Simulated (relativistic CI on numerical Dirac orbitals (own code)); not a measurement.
## Slater and spin-orbit integrals, Rb¹⁶⁺

These numbers are calculated, not measured: Dirac-Coulomb-Breit CI, orbitals from a KLI potential per configuration, model QED (radiative potential, 1s self-energy scaled to tabulated hydrogen-like ionisation energies), unscaled Slater integrals (own radial code, finite nucleus).

Slater integrals F^k, G^k are unscaled and averaged over j, outside the closed core [Ne]; ζ comes from projecting the Hamiltonian with its Breit term on Σ l·s of the shell.

- 3s2 3p6 3d3: F^2(3d,3d) = 232620, F^4(3d,3d) = 149210, ζ(3d) = 6607.6 cm⁻¹; <r>(3d) = 0.4322, <r^2>(3d) = 0.219 (bohr units).
- 3s2 3p5 3d4: ζ(3p) = 59879, F^2(3d,3d) = 231910, F^4(3d,3d) = 148740, F^2(3p,3d) = 212320, G^1(3p,3d) = 240550, G^3(3p,3d) = 156190, ζ(3d) = 6469.7 cm⁻¹; <r>(3p) = 0.4671, <r^2>(3p) = 0.252, <r>(3d) = 0.4333, <r^2>(3d) = 0.2203 (bohr units).
- 3s 3p6 3d4: F^2(3d,3d) = 231630, F^4(3d,3d) = 148550, G^2(3s,3d) = 182850, ζ(3d) = 6560.6 cm⁻¹; <r>(3s) = 0.4719, <r^2>(3s) = 0.2538, <r>(3d) = 0.4338, <r^2>(3d) = 0.2208 (bohr units).

Task: Give the Racah parameters of the d shell in 3s2 3p6 3d3.

Result: B = F²/49 − 5F⁴/441 = 3055 cm⁻¹ and C = 35F⁴/441 = 11842 cm⁻¹.

Averages of the first 10 configurations, taken without configuration mixing, which lowers the lowest level and can move excited configurations by several eV; other configurations of the list can lie among them:

| Configuration | Parity | States | Average energy above the lowest level (eV) |
| --- | --- | --- | --- |
| 3s2 3p6 3d3 | even | 120 | 9.6 |
| 3s2 3p5 3d4 | odd | 1260 | 127.4 |
| 3s 3p6 3d4 | even | 420 | 211.6 |
| 3s2 3p6 3d2 4s | even | 90 | 244.6 |
| 3s2 3p6 3d2 4p | odd | 270 | 272.3 |
| 3s2 3p6 3d2 4d | even | 450 | 313.8 |
| 3s2 3p6 3d2 4f | odd | 630 | 350.5 |
| 3s2 3p5 3d3 4s | odd | 1440 | 359.0 |
| 3s2 3p6 3d 4s 4p | odd | 120 | 521.0 |
| 3s2 3p5 3d3 4p | even | 4320 | 386.8 |
